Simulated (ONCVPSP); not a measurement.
# Potentials for Os compared

Generated with ld1.x 7.5 (TM, RRKJ, ultrasoft, PAW), atompaw 4.2 or ONCVPSP 4.0.1. The cutoff is in Ry: for ld1.x and atompaw files where the sum of valence levels is converged to 10 mRy in a Bessel basis, for ONCV files where the hardest occupied wave has 1 mHa per electron of residual kinetic energy. The error is the largest all-electron minus pseudo excitation energy over each file’s own four to seven test configurations (ionisations up to +4, promotions, holes and added fractions of an electron), all of which were solved. The labels leave out finer settings (local radius, basis sizes, second energies), which also bear on the numbers. Spin-polarised tests are not counted. The rows are a selection from randomly drawn settings: files with unsolved tests, undetermined cutoffs or missed reference levels are left out.

A true bound ghost makes a file unfit for plane-wave use even where its test errors are small: the radial tests pick states by their node count and pass the ghost by.

```csv
potential,cutoff (Ry),largest error (meV),bound ghosts
"ONCV, LDA (Perdew-Zunger), scalar-relativistic, rc 1.70/1.45/2.35 (spd), local smoothed, core correction no, reference 5s2 5p6 5d6 6s1, qcut 8.1/7.5/7.7, projectors 2/3/1",48,-8.8,none
"ONCV, PBE, scalar-relativistic, rc 1.75/1.95/1.60 (spd), local smoothed, core correction yes, reference 5s2 5p6 5d6 6s1.5, qcut 8.3/7/5.2, projectors 2/2/3",45,-11,none
"ONCV, LDA (Perdew-Zunger), non-relativistic, rc 1.65/1.30/2.45/2.70 (spdf), local smoothed, core correction yes, reference 5s2 5p6 5d6 6s2, qcut 5.5/5.4/5.3/4, projectors 2/2/2/3",172,+8.0,none
"ONCV, PBE, scalar-relativistic, rc 1.00/1.90/2.20/2.30 (spdf), local smoothed, core correction yes, reference 5s2 5p6 5d6, qcut 6/7.5/5.7/4.9, projectors 2/3/2/2",218,-144,s
"ONCV, PBE, scalar-relativistic, rc 1.70/1.50/2.50 (spd), local smoothed, core correction no, reference 5s2 5p6 5d6 6s1.5, qcut 8.9/11/6.6, projectors 2/1/2",83,-5.0,none
"ONCV, PBE, scalar-relativistic, rc 1.70/1.55/1.70 (spd), local smoothed, core correction yes, reference 5s2 5p6 5d6 6s2, qcut 7.7/11.1/5.7, projectors 2/1/2",75,+44,none
"ONCV, Wu-Cohen, scalar-relativistic, rc 1.60/1.70/1.80 (spd), local smoothed, core correction no, reference 5s2 5p6 5d6, qcut 8.5/7.7/9.9, projectors 2/3/2",50,-200,none
```

Q: Fill in the row for Os: ONCV, BLYP, scalar-relativistic, rc 2.60/2.30/2.15 (spd), local smoothed, core correction no, reference 5d6 6s1, qcut 2.1/4.2/7.4, projectors 2/2/3.

A: cutoff 34 Ry, largest error +53 meV, bound ghosts: p.
